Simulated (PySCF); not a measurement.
PySCF job for CH7ClN2Si, SMILES NC[Si@@H](N)Cl, PBE-D3(BJ)/def2-SVP. Geometry optimised at PBE-D3(BJ)/def2-SVP. The structure was generated by enumeration; whether it is a known compound was not checked. Other conformers were not sampled.

```python
import numpy as np
from pyscf import gto, scf, dft, df
from pyscf.hessian import thermo

mol = gto.M(
    atom='''
    N    -2.22586985   -1.23580000    0.75447923
    C    -1.54252422   -0.33482827   -0.18624545
    Si    0.21470262    0.09989438    0.37332794
    N     1.08172341   -1.39739179    0.55735034
    Cl    1.08621833    1.45016946   -0.99847366
    H    -2.36725019   -0.75551707    1.65350525
    H    -1.60301045   -2.02675325    0.97195276
    H    -2.14088835    0.58982643   -0.32989288
    H    -1.49935231   -0.80550641   -1.19448938
    H     0.23794749    0.75450226    1.72417926
    H     1.92708869   -1.39649896    1.13495215
    H     1.23808747   -1.97014308   -0.27808041
    ''',
    basis='def2-SVP',
    charge=0,
    spin=0,
    max_memory=1600,
    verbose=3,
)
mf = dft.RKS(mol, xc='pbe').density_fit(auxbasis='def2-universal-jkfit')
mf.disp = 'd3bj'
mf.grids.level = 3
mf.conv_tol = 1e-11
mf.max_cycle = 100
mf.kernel()

# [left out here: the lines that compute and print the analytic Hessian (its translational invariance restored by hand, since the grid's response is missing), thermochemistry and intensities]
```

It prints:

```
converged SCF energy = -900.720657032813

WARN: DFTD3 does not support analytical Hessian, using finite difference


WARN: Mole.unit (angstrom) is changed to Bohr

Mode                                 0                   1                   2
Irrep
Freq [cm^-1]                       93.6788            116.2245            191.3877
Reduced mass [au]                   2.7507              5.4013              1.8842
Force const [Dyne/A]                0.0142              0.0430              0.0407
Char temp [K]                     134.7829            167.2211            275.3644
Normal mode                   x     y     z       x     y     z       x     y     z
       0   N                 0.06 -0.11 -0.07   -0.09  0.05 -0.09    0.04 -0.01 -0.02
       1   C                -0.02  0.09  0.06    0.05  0.05  0.02    0.08 -0.04 -0.02
       2  Si                -0.00  0.05  0.04    0.06 -0.03  0.05    0.04  0.03  0.03
       3   N                -0.06  0.01  0.02    0.09 -0.01  0.03   -0.11 -0.06  0.02
       4  Cl                 0.01 -0.03 -0.03   -0.07 -0.01 -0.02   -0.03  0.03 -0.01
       5   H                 0.02 -0.26  0.00   -0.09 -0.01 -0.06   -0.19  0.10 -0.11
       6   H                 0.13 -0.08 -0.19   -0.18 -0.03 -0.12    0.12  0.11  0.20
       7   H                -0.06  0.10  0.27    0.13  0.10  0.03    0.04 -0.08 -0.15
       8   H                -0.06  0.29 -0.03    0.08  0.11 -0.01    0.20 -0.11  0.02
       9   H                 0.08  0.06  0.03    0.12 -0.02  0.05    0.12  0.06  0.01
      10   H                -0.06 -0.03  0.01    0.10 -0.01  0.01    0.02 -0.17 -0.18
      11   H                -0.08  0.02  0.01    0.06 -0.03  0.03   -0.42 -0.19  0.04
Mode                                 3                   4                   5
Irrep
Freq [cm^-1]                      221.9183            258.0823            309.2866
Reduced mass [au]                   2.4481              2.1165              1.2752
Force const [Dyne/A]                0.0710              0.0831              0.0719
Char temp [K]                     319.2910            371.3230            444.9945
Normal mode                   x     y     z       x     y     z       x     y     z
       0   N                -0.08 -0.04 -0.01    0.09  0.04 -0.01   -0.04 -0.05 -0.01
       1   C                -0.01 -0.05  0.04    0.04  0.04 -0.05   -0.04  0.01  0.05
       2  Si                -0.02  0.05  0.05   -0.02  0.02  0.05    0.02 -0.02 -0.03
       3   N                 0.04  0.07 -0.09   -0.00  0.01 -0.08    0.03 -0.01  0.01
       4  Cl                 0.04 -0.04  0.00   -0.04 -0.06  0.01    0.02  0.03 -0.01
       5   H                -0.24 -0.00 -0.05   -0.11  0.14 -0.10   -0.59  0.10 -0.18
       6   H                -0.09 -0.01  0.11    0.22  0.18  0.16    0.16  0.22  0.40
       7   H                -0.04 -0.09 -0.07   -0.01 -0.00 -0.11   -0.02  0.04  0.18
       8   H                 0.10 -0.09  0.06    0.11 -0.01 -0.03   -0.10  0.13 -0.01
       9   H                 0.02  0.07  0.04   -0.05 -0.08  0.09    0.08 -0.04 -0.02
      10   H                 0.23  0.11 -0.36   -0.18 -0.09  0.18   -0.09 -0.01  0.19
      11   H                -0.17  0.10 -0.15    0.28  0.25 -0.19    0.18 -0.03  0.05
Mode                                 6                   7                   8
Irrep
Freq [cm^-1]                      339.4265            474.3388            522.0263
Reduced mass [au]                   1.6435              1.7851              3.3520
Force const [Dyne/A]                0.1116              0.2366              0.5382
Char temp [K]                     488.3592            682.4680            751.0797
Normal mode                   x     y     z       x     y     z       x     y     z
       0   N                 0.08  0.03 -0.01    0.02  0.01 -0.00    0.02  0.01  0.00
       1   C                -0.01  0.06 -0.04   -0.00  0.01 -0.01   -0.03  0.00 -0.04
       2  Si                -0.03 -0.03 -0.03   -0.03 -0.03  0.04   -0.06 -0.06  0.09
       3   N                 0.05  0.03  0.04   -0.03 -0.11  0.06    0.06  0.03 -0.03
       4  Cl                -0.02 -0.03  0.04    0.02  0.04 -0.04    0.03  0.04 -0.06
       5   H                -0.07  0.09 -0.07   -0.03  0.02 -0.01    0.04  0.03 -0.00
       6   H                 0.18  0.14  0.11    0.01  0.01  0.01    0.04  0.02 -0.00
       7   H                 0.03  0.11  0.13    0.01  0.02  0.01   -0.01  0.03  0.02
       8   H                -0.15  0.16 -0.10   -0.01  0.02 -0.02   -0.07  0.03 -0.05
       9   H                -0.10  0.03 -0.06   -0.09 -0.03  0.05   -0.17 -0.12  0.12
      10   H                 0.32  0.23 -0.35    0.24  0.32 -0.31   -0.04 -0.27  0.10
      11   H                -0.28 -0.17  0.11    0.25  0.39 -0.24   -0.22 -0.23  0.11
Mode                                 9                  10                  11
Irrep
Freq [cm^-1]                      618.2290            673.7911            774.6138
[...]
Freq [cm^-1]                     1213.7259           1323.5273           1372.9718
Reduced mass [au]                   1.3171              1.2114              1.0756
Force const [Dyne/A]                1.1432              1.2503              1.1946
Char temp [K]                    1746.2813           1904.2611           1975.4007
Normal mode                   x     y     z       x     y     z       x     y     z
       0   N                -0.03 -0.00 -0.03   -0.04  0.07  0.04   -0.01  0.01 -0.01
       1   C                 0.13  0.05  0.01    0.04 -0.06 -0.03   -0.00  0.03 -0.07
       2  Si                -0.01 -0.00  0.00    0.00 -0.01 -0.00   -0.00 -0.00 -0.00
       3   N                 0.01 -0.00  0.00    0.00  0.00  0.00   -0.00  0.00  0.00
       4  Cl                 0.00  0.00 -0.00   -0.00  0.00  0.00   -0.00 -0.00  0.00
       5   H                 0.05 -0.04  0.02   -0.19 -0.34  0.23   -0.02 -0.05  0.03
       6   H                 0.04  0.06  0.06    0.28  0.23 -0.28    0.01  0.02 -0.00
       7   H                -0.43 -0.31 -0.00   -0.30 -0.26  0.17   -0.07  0.08  0.69
       8   H                -0.61 -0.24  0.12    0.23  0.33 -0.22    0.29 -0.54  0.24
       9   H                 0.06 -0.01 -0.01   -0.02  0.00 -0.01    0.01 -0.00  0.00
      10   H                 0.00 -0.01  0.01    0.00  0.00 -0.00    0.01 -0.02 -0.02
      11   H                -0.01  0.01 -0.01   -0.01  0.01 -0.00    0.01 -0.00  0.01
Mode                                21                  22                  23
Irrep
Freq [cm^-1]                     1498.6042           1591.6910           2176.3773
Reduced mass [au]                   1.1121              1.0809              1.0416
Force const [Dyne/A]                1.4715              1.6134              2.9070
Char temp [K]                    2156.1579           2290.0890           3131.3223
Normal mode                   x     y     z       x     y     z       x     y     z
       0   N                -0.00 -0.00  0.00    0.01  0.03 -0.06    0.00  0.00 -0.00
       1   C                 0.00  0.00  0.00   -0.02 -0.01 -0.01   -0.00 -0.00  0.00
       2  Si                 0.00 -0.01  0.00    0.00  0.00  0.00    0.00  0.02  0.03
       3   N                -0.06  0.06  0.01   -0.00  0.00 -0.00    0.00 -0.00  0.00
       4  Cl                 0.00  0.00 -0.00   -0.00 -0.00  0.00    0.00 -0.00  0.00
       5   H                -0.00  0.01 -0.01    0.21 -0.54  0.32    0.00  0.00 -0.00
       6   H                 0.01  0.00 -0.01   -0.16  0.07  0.67   -0.00 -0.00  0.00
       7   H                -0.01 -0.01 -0.02    0.03  0.02 -0.04    0.00  0.01  0.00
       8   H                -0.02  0.02 -0.01    0.03  0.04 -0.03    0.01  0.00  0.01
       9   H                 0.00  0.01 -0.02    0.00  0.00 -0.00   -0.02 -0.44 -0.88
      10   H                 0.25 -0.46 -0.41    0.00 -0.01 -0.00   -0.00  0.00  0.00
      11   H                 0.58 -0.19  0.27    0.02  0.00  0.00   -0.01  0.01 -0.00
Mode                                24                  25                  26
Irrep
Freq [cm^-1]                     2961.8655           3026.8872           3393.0085
Reduced mass [au]                   1.0647              1.0998              1.0511
Force const [Dyne/A]                5.5031              5.9368              7.1296
Char temp [K]                    4261.4650           4355.0168           4881.7839
Normal mode                   x     y     z       x     y     z       x     y     z
       0   N                -0.00 -0.00 -0.00    0.00 -0.00 -0.00   -0.02  0.02 -0.05
       1   C                 0.02  0.00  0.07   -0.04  0.07  0.02   -0.00 -0.00 -0.00
       2  Si                -0.00 -0.00  0.00   -0.00  0.00  0.00    0.00 -0.00  0.00
       3   N                 0.00  0.00  0.00    0.00 -0.00  0.00    0.00  0.00  0.00
       4  Cl                 0.00  0.00 -0.00   -0.00 -0.00 -0.00   -0.00 -0.00  0.00
       5   H                 0.00  0.01  0.01    0.00  0.01  0.01   -0.12  0.31  0.55
       6   H                 0.00 -0.01  0.00   -0.01  0.01 -0.00    0.43 -0.58  0.12
       7   H                -0.24  0.38 -0.04    0.46 -0.70  0.10    0.01 -0.01 -0.00
       8   H                 0.04 -0.38 -0.77    0.00 -0.18 -0.39    0.00  0.01  0.01
       9   H                -0.00 -0.00 -0.00   -0.00 -0.00 -0.00    0.00 -0.00  0.00
      10   H                 0.00 -0.00  0.00   -0.00 -0.00 -0.00   -0.00  0.00 -0.00
      11   H                 0.00 -0.00 -0.00    0.00 -0.00  0.00   -0.00 -0.00  0.00
Mode                                27                  28                  29
Irrep
Freq [cm^-1]                     3472.3021           3474.4057           3567.6460
Reduced mass [au]                   1.0916              1.0506              1.0943
Force const [Dyne/A]                7.7541              7.4721              8.2066
Char temp [K]                    4995.8696           4998.8963           5133.0483
Normal mode                   x     y     z       x     y     z       x     y     z
       0   N                 0.03 -0.06 -0.04   -0.00  0.00  0.00   -0.00  0.00  0.00
       1   C                 0.00 -0.00 -0.00   -0.00  0.00 -0.00    0.00  0.00  0.00
       2  Si                -0.00  0.00  0.00    0.00 -0.00  0.00   -0.00 -0.00 -0.00
       3   N                -0.00 -0.00 -0.00   -0.04  0.03  0.02   -0.04 -0.02 -0.06
       4  Cl                -0.00 -0.00  0.00    0.00 -0.00  0.00   -0.00 -0.00  0.00
       5   H                -0.10  0.34  0.63   -0.00 -0.00 -0.00   -0.00 -0.00 -0.00
       6   H                -0.38  0.48 -0.14    0.00 -0.00  0.00    0.00 -0.00  0.00
       7   H                -0.01  0.01 -0.00    0.00 -0.00  0.00    0.00 -0.00  0.00
       8   H                -0.00  0.00  0.01   -0.00  0.00  0.00    0.00 -0.00 -0.00
       9   H                 0.00 -0.00 -0.00    0.00 -0.00 -0.00    0.00  0.00  0.00
      10   H                 0.00 -0.00  0.00    0.51  0.01  0.38    0.60 -0.01  0.41
      11   H                 0.00 -0.00 -0.00    0.09 -0.42 -0.60   -0.10  0.35  0.50
temperature 298.1500 [K]
pressure 101325.00 [Pa]
Rotational constants [GHz] 4.95368 1.75259 1.40050
Symmetry number 1
Zero-point energy (ZPE) 0.08928 [Eh]   234409.180 [J/mol]
                           tot       elec      trans        rot        vib
Entropy [J/mol/K]       360.249      0.000    167.438    115.777     77.033
Cv [J/mol/K]            113.359      0.000     12.472     12.472     88.416
Cp [J/mol/K]            121.673      0.000     20.786     12.472     88.416
Internal energy [J/mol]                      3718.434   3718.434 247495.814
Internal energy [Eh]   -900.62356  -900.72066
Enthalpy [J/mol]                             6197.391   3718.434 247495.814
Enthalpy [Eh]          -900.62261
Gibbs free energy [J/mol]                  -43724.369 -30800.531 224528.445
Gibbs free energy [Eh] -900.66352
mode   freq/cm-1   IR/(km/mol)
   1       93.68         1.203
   2      116.22         4.667
   3      191.39         1.132
   4      221.92        11.181
   5      258.08        28.433
   6      309.29        30.251
   7      339.43        16.057
   8      474.34        49.130
   9      522.03       203.263
  10      618.23        20.246
  11      673.79        46.473
  12      774.61        20.172
  13      796.49       102.504
  14      847.32        76.465
  15      864.30       249.049
  16      896.79        99.050
  17     1046.97        10.297
  18     1072.26         8.582
  19     1213.73         2.194
  20     1323.53         0.886
  21     1372.97         4.959
  22     1498.60        36.538
  23     1591.69        16.711
  24     2176.38       112.343
  25     2961.87        15.324
  26     3026.89         7.170
  27     3393.01         0.624
  28     3472.30         2.395
  29     3474.41        22.781
  30     3567.65        26.335
max |gradient| / (hartree/bohr): 5.9205456277841776e-05
APT charges: [-0.4885  0.0191  1.4906 -0.7552 -0.6241  0.1409  0.1649 -0.0024 -0.0204
 -0.268   0.17    0.1728]
```

The run converged.
